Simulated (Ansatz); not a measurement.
Consider the formal loss of a carbene: `CO[SiH](O)[GeH2][OH]` → `[CH2]` (triplet) + `[OH][GeH2][SiH](O)O`.

Calculated with Ansatz (gas phase, PBE0-D4/def2-TZVP geometries, no zero-point term in ΔE). CCSD(T)/CBS is the MP2 limit (def2-TZVPP, def2-QZVPP) plus CCSD(T) − MP2 in def2-TZVPP, frozen cores. This one scheme is used for every species. DFT in def2-TZVPP. Triplets are unrestricted, without spin–orbit coupling. For Ge outer-core shells are correlated without core-valence functions, which leaves a few kJ/mol of doubt a bond. Scalar relativity is left out up to krypton. Each species was taken in one conformer, which may not be the lowest.

Is it downhill or uphill in electronic energy at CCSD(T)/CBS, and by how much? (Best estimate.)

Ansatz gave: Uphill: ΔE = +381.0 kJ/mol.

What do these levels give: r2SCAN-D4, B2PLYP, PBE, r2SCAN, CCSD/def2-TZVPP, MP2/CBS(def2)? (Best estimate.)

Ansatz gave: r2SCAN-D4 360.6, B2PLYP 375.3, PBE 383.8, r2SCAN 358.7, CCSD/def2-TZVPP 361.3, MP2/CBS(def2) 388.7 kJ/mol.

Largest T1 diagnostic among the species: 0.012.

The D4 term adds +9.7 kJ/mol with B3LYP and +5.4 kJ/mol with PBE0; it sums over pairs of atoms, weighted by their polarisabilities, and B3LYP, whose exchange is more repulsive, gets the larger term. In def2-TZVPP, CCSD(T) changes the Hartree–Fock value by +126.8 kJ/mol (the triples alone add +10.6 kJ/mol) and MP2 by +134.5 kJ/mol. From PBE to PBE0 (25 % exact exchange), in def2-TZVPP and without D4, ΔE moves by −9.1 kJ/mol.

B3LYP here is the variant with VWN-RPA as its local correlation; programs differ in this.
